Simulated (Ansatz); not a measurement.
A nudged elastic band was laid between two geometries of a periodic cell of 17 atoms, LiBe16 (surface Be(0001), adsorbate Li).

Level of theory: DFT PBE, scalar-relativistic, plane waves, PAW (Ansatz). Settings: cutoff 420 eV, k mesh 5x5x1, gaussian smearing 0.1 eV, no spin polarisation.

- movable images: 5
- climbing image: yes
- spring: 5.0 eV/Å²
- optimiser: lbfgs
- start path: straight line
- force threshold: 0.05 eV/Å
- iteration limit: 28
- end points: relaxed
- atoms held: 1 to 4

Image 0:

```xyz
17
Lattice="4.5800 0.0000 0.0000 2.2900 3.9664 0.0000 0.0000 0.0000 18.3826" Properties=species:S:1:pos:R:3
Be 0.000 1.322 1.000
Be 2.290 1.322 1.000
Be 1.145 3.305 1.000
Be 3.435 3.305 1.000
Be 0.000 -0.001 2.860
Be 2.290 0.000 2.871
Be 1.146 1.984 2.861
Be 3.434 1.984 2.859
Be 0.002 1.322 4.702
Be 2.289 1.318 4.701
Be 1.141 3.307 4.704
Be 3.439 3.308 4.699
Be 0.000 0.007 6.500
Be 2.289 0.000 6.642
Be 1.141 1.981 6.510
Be 3.442 1.979 6.490
Li 2.349 2.645 8.515
```

Image 6:

Only the atoms that move by more than 0.05 Å are listed.
```
Be14 2.286 -0.002 6.510
Be15 1.144 1.983 6.642
Li17 3.494 0.662 8.515
```

**Question.** What changes between the two ends?

**Answer.** Contacts lost: Be15–Li17. Contacts made: Be14–Li17. The atom that moves furthest is Li17, by 2.29 Å.

**Question.** Give the energies along the band, and the barrier.

**Answer.** The run converged. The highest image is number 3 of 0 to 6, 0.008 eV above the ends, which have the same energy within 2 meV. By the program's own check the climbing image is of a kind that is not told: the force calls were inconclusive, a negative curvature could not be distinguished from the path's own, the only one lies far off the path, or fixed occupations may fill a level only in part (lowest curvatures found: -0.04 and 0.02 eV/Å²). Limits of this set-up: coarse k mesh, thin slab, slab without dipole correction.

| image | path coordinate (Å) | energy (eV) | Be15–Li17 (Å) | Be14–Li17 (Å) |
| --- | --- | --- | --- | --- |
| 0 | 0.00 | 0.000 | 2.43 | 3.20 |
| 1 | 0.39 | 0.002 | 2.46 | 2.99 |
| 2 | 0.78 | 0.006 | 2.52 | 2.78 |
| 3 | 1.17 | 0.008 | 2.64 | 2.62 |
| 4 | 1.55 | 0.005 | 2.81 | 2.51 |
| 5 | 1.95 | 0.001 | 3.03 | 2.45 |
| 6 | 2.33 | 0.000 | 3.20 | 2.43 |

**Question.** What is the geometry of the highest image?

**Answer.** 
```xyz
17
Lattice="4.5800 0.0000 0.0000 2.2900 3.9664 0.0000 0.0000 0.0000 18.3826" Properties=species:S:1:pos:R:3:forces:R:3
Be 0.000 1.322 1.000 0.03 -0.02 -0.01
Be 2.290 1.322 1.000 -0.03 -0.01 -0.06
Be 1.145 3.305 1.000 0.00 0.00 0.06
Be 3.435 3.305 1.000 0.00 0.04 -0.01
Be -0.003 -0.001 2.870 0.00 0.00 0.01
Be 2.293 -0.004 2.864 0.00 0.00 0.01
Be 1.143 1.988 2.865 0.00 0.00 0.01
Be 3.437 1.984 2.842 0.00 0.00 0.01
Be 0.009 1.316 4.694 0.01 0.00 -0.01
Be 2.289 1.321 4.674 -0.01 0.00 0.00
Be 1.146 3.305 4.732 0.00 0.00 -0.01
Be 3.434 3.317 4.694 0.00 0.01 -0.01
Be -0.004 -0.002 6.623 0.00 0.00 -0.01
Be 2.286 0.004 6.571 0.00 0.00 0.00
Be 1.147 1.978 6.577 0.00 0.00 0.00
Be 3.445 1.990 6.390 -0.01 0.00 0.02
Li 2.908 1.645 8.514 -0.01 -0.01 -0.01
```

The band took 5 iterations and about 14 core-minutes.

The run took 14 min on 1 thread of Arm Neoverse V1, with other jobs on the host, peak memory 0.9 GiB.
